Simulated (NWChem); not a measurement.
Species: GeClF, singlet; SMILES [F][Ge][Cl]

```xyz
3

Ge     0.4273     0.5018     0.0000
F     -1.1543     1.3010     0.0000
Cl    -0.2317    -1.6113     0.0000
```
Atoms are numbered in this order, from 1.

Program: NWChem. Low-valent species are run as closed-shell singlets; no triplet was tried in these runs. Coordinates come from a PBE-D3(BJ)/def2-SVP optimisation. Level: PBE0/aug-cc-pVDZ; rows give the wavelength of the field.

| field | isotropic polarisability (bohr³) | anisotropy (bohr³) |
|---|---|---|
| static | … | … |
| 1065 nm | 45.9 | 22.3 |
| 589 nm | 47.5 | 23.3 |

Q: Some entries are withheld; supply them.

A: 
- static, isotropic polarisability (bohr³): 45.2
- static, anisotropy (bohr³): 21.9
